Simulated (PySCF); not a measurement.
H2SeZn. Atoms are numbered in the order given.

```xyz
4

Zn     0.0002     1.1949     0.0000
H      0.0109     2.7304     0.0000
Se    -0.0424    -1.1012     0.0000
H      1.4277    -1.1381     0.0000
```
Charge 0, spin multiplicity 1.

Geometry optimised at PBE0-D3(BJ)/def2-TZVP.

Vertical ionisation energy (IE) and electron affinity (EA) in eV. Rows of orbital energies are one-electron estimates. Where ΔSCF, EOM or ADC give a negative EA the extra electron is unbound and the value depends on the basis.

| level | IE | EA |
|---|---|---|
| −ε(HOMO), −ε(LUMO), PBE/def2-TZVPD (PySCF) | 5.92 | 1.64 |
| −ε(HOMO), −ε(LUMO), CAM-B3LYP/def2-TZVPD (PySCF) | 8.26 | 0.20 |
